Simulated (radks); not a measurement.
Task: Species: the samarium ion Sm42+. Configuration: [Ar] 3d2. Method: scalar-relativistic Kohn-Sham, PBE, spin-polarised, spherical densities, finite nucleus; open shells are filled with parallel spins first (spin-orbit coupling, left out, can overturn this in heavy ions); Fermi nuclear charge, rms radius 5.0819 fm; computed with a radial shooting solver on a logarithmic mesh with Libxc functionals. Some entries of the table are withheld. Estimate them.

orbital,occ.,eigenvalue (hartree),<r> (bohr),r(max) (bohr)
1s up,1,-1804.477,0.02274,0.01449
1s down,1,-1804.473,0.02274,0.01449
2s up,1,-367.5066,0.09628,0.08189
2s down,1,-367.1636,0.09622,0.08185
2p up,3,-337.7962,0.08474,0.06611
2p down,3,-337.5341,0.08467,0.06608
3s up,1,-136.6340,0.2384,0.2240
3s down,1,-136.2648,0.2387,0.2242
3p up,3,-127.4628,(1),0.2174
3p down,3,-127.0781,(2),0.2176
3d up,2,-116.9863,0.2069,(3)
3d down,0,-116.4922,0.2073,(4)
4s up,0,-69.95545,0.4562,0.4569
4s down,0,-69.82412,0.4568,0.4575
4p up,0,-66.26803,0.4587,0.4601
4p down,0,-66.13402,0.4593,0.4608

Result: 
(1) 3p up <r> (bohr): 0.2332
(2) 3p down <r> (bohr): 0.2335
(3) 3d up r(max) (bohr): 0.1739
(4) 3d down r(max) (bohr): 0.1742
